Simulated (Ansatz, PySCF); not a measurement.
The pair A = NH3 (SMILES N) (first 4 atoms), B = H2S (SMILES S); geometry from B3LYP-D3(BJ)/def2-TZVP.
(charge 0, multiplicity 1):
```xyz
7

N      0.006     0.164     0.325
H     -0.777    -0.461     0.170
H     -0.193     1.032    -0.159
H      0.821    -0.253    -0.111
S      0.666     0.812     3.709
H     -0.305     0.002     4.159
H      0.388     0.543     2.408
```

Frozen-core correlation. CBS: X⁻³ extrapolation of the correlation energy, Hartree–Fock from the larger set.

Run with Ansatz (Gaussian basis) for Hartree–Fock, density functionals and correlated methods; PySCF for the dispersion terms. 

The monomers are drawn apart, rigid, along the line of their centres of mass. Counterpoise-corrected interaction energies (kcal/mol):

| level | R = 4.397 Å | R = 5.258 Å |
|---|---|---|
| PBE/def2-TZVPPD | -2.1144 | -0.9139 |
| PBE-D3(BJ)/def2-TZVPPD | -2.4138 | -1.0266 |
| wB97M-V/def2-TZVPPD | -2.0790 | -0.9289 |
| CCSD(T)/CBS(aug-cc-pV(D+d)Z, aug-cc-pV(T+d)Z) | -2.1210 | -0.9388 |

Question: R is the distance of the centres of mass. Find the local exponent m of E ∝ R⁻ᵐ between the two points.

Answer: 
m = ln(E₁/E₂)/ln(R₂/R₁): PBE/def2-TZVPPD 4.7; PBE-D3(BJ)/def2-TZVPPD 4.8; wB97M-V/def2-TZVPPD 4.5; CCSD(T)/CBS(aug-cc-pV(D+d)Z, aug-cc-pV(T+d)Z) 4.6. For scale, two fixed dipoles give m = 3, dipole and quadrupole 4, quadrupoles 5, and dispersion or dipole-induced dipole 6 at long range; at these distances several terms mix, and what is left of overlap and damping shifts m, so it need not match one of them.

Ansatz is a quantum-chemistry and plane-wave program.
